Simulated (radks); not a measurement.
Q: The mean radii <r> (bohr) of the occupied orbitals of an atom or ion are listed with their occupations. Calculated with a radial shooting solver on a logarithmic mesh with Libxc functionals: scalar-relativistic Kohn-Sham, r2SCAN, spin-polarised, spherical densities, finite nucleus; meta-GGA in the generalised Kohn-Sham scheme; Fermi nuclear charge, rms radius of each element as measured or else 0.836 A^(1/3) + 0.57 fm.

| orbital | occ. | <r> |
|---|---|---|
| 1s up | 1 | 0.01687 |
| 1s down | 1 | 0.01687 |
| 2s up | 1 | 0.07112 |
| 2s down | 1 | 0.07112 |
| 2p up | 3 | 0.06425 |
| 2p down | 3 | 0.06425 |
| 3s up | 1 | 0.1837 |
| 3s down | 1 | 0.1837 |
| 3p up | 3 | 0.1850 |
| 3p down | 3 | 0.1850 |
| 3d up | 5 | 0.1677 |
| 3d down | 5 | 0.1677 |
| 4s up | 1 | 0.4069 |
| 4s down | 1 | 0.4070 |
| 4p up | 3 | 0.4332 |
| 4p down | 3 | 0.4332 |
| 4d up | 5 | 0.4582 |
| 4d down | 5 | 0.4581 |
| 5s up | 1 | 0.9243 |
| 5s down | 1 | 0.9176 |
| 4f up | 7 | 0.4983 |
| 4f down | 7 | 0.4962 |
| 5p up | 3 | 1.054 |
| 5p down | 3 | 1.043 |
| 5d up | 5 | 1.357 |
| 5d down | 1 | 1.348 |
| 6s up | 1 | 2.092 |

Name the element and its charge. Open shells, if any, are filled with parallel spins first.

A: Z = 79, gold, charge +4: Au4+ in [Xe] 4f14 5d6 6s1. The 1s radius gives Z: for a bare nucleus <r> = (2 gamma + 1)/(2Z) with gamma = sqrt(1 - (Z/c)^2), 0.01667 bohr for Z = 79, and screening makes it slightly larger (0.01687 here). The occupations add up to 75, and the charge is Z minus that.
